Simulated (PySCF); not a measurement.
Computed shifts of a molecule CH10FNSi3, PBE0/pcSseg-1 (PySCF), GIAO, gas phase, atoms alike by connectivity averaged where their shifts nearly agree, in ppm (number of nuclei): ¹⁵N: 21.5 (1). ¹³C: 25.6 (1). ²⁹Si: 13.3 (1), -61.8 (1), -99.5 (1). ¹⁹F: -204.6 (1). ¹H: 5.35 (1), 4.27 (3), 3.86 (3), 2.35 (1), 0.83 (1), -0.19 (1). References: ¹⁵N against NH3 (σ = 267.4 ppm); ¹³C against TMS (σ = 186.3 ppm); ²⁹Si against TMS (σ = 352.7 ppm); ¹⁹F against CFCl3 (σ = 167.2 ppm); ¹H against TMS (σ = 31.56 ppm), references at their B3LYP-D3(BJ)/def2-TZVP geometries, non-relativistic. Geometry optimised at B3LYP-D3(BJ)/def2-SVP. One conformer was computed; it need not be the lowest.

Problem. Identify the compound among the candidates.
A) N[C@H]([SiH3])[Si@@H](F)[SiH3]
B) C[Si@@H]([SiH3])N[SiH2]F
C) F[SiH2]NC[SiH2][SiH3]
D) CN[SiH2][Si@H](F)[SiH3]

Solution. A, N[C@H]([SiH3])[Si@@H](F)[SiH3]
